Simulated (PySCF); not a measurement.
B(AsH2)(F)(OH) (AsBFH3O), SMILES OB(F)[AsH2]. Coordinates come from a r2SCAN-D4/def2-SVP optimisation. One conformer was computed; it need not be the lowest.

Computed equilibrium geometry at r2SCAN-D4/def2-SVP (PySCF confirms it by a frequency run) as bond lengths and angles (one conformer of several):
Atoms: B1 As2 H3 H4 F5 O6 H7. Bond lengths (Å): B1–As2 2.057, B1–F5 1.330, B1–O6 1.349, As2–H3 1.520, As2–H4 1.524, O6–H7 0.964. Bond angles (°): As2–B1–F5 117.7, As2–B1–O6 125.5, F5–B1–O6 116.6, B1–As2–H3 92.8, B1–As2–H4 94.4, H3–As2–H4 93.2, B1–O6–H7 113.9.
Charge 0, spin multiplicity 1.
